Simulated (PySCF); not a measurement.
C₃H₁₂OSi₂, SMILES C[Si](C)(C)O[SiH3].

Coordinates come from a r2SCAN-D4/def2-SVP optimisation. Other conformers were not sampled.

Method: r2SCAN/def2-TZVP (PySCF).

Symmetry labels are those of the subgroup Cs that the program uses (full group Cs).

Computed valence orbital energies around the gap with their symmetry:
```csv
orbital,symmetry,energy (eV)
HOMO−7,A',-9.64
HOMO−6,A",-9.60
HOMO−5,A',-9.36
HOMO−4,A",-9.32
HOMO−3,A',-8.05
HOMO−2,A",-8.02
HOMO−1,A',-7.16
HOMO,A",-7.05
LUMO,A',-0.09
LUMO+1,A',0.99
LUMO+2,A',1.35
LUMO+3,A",1.43
```
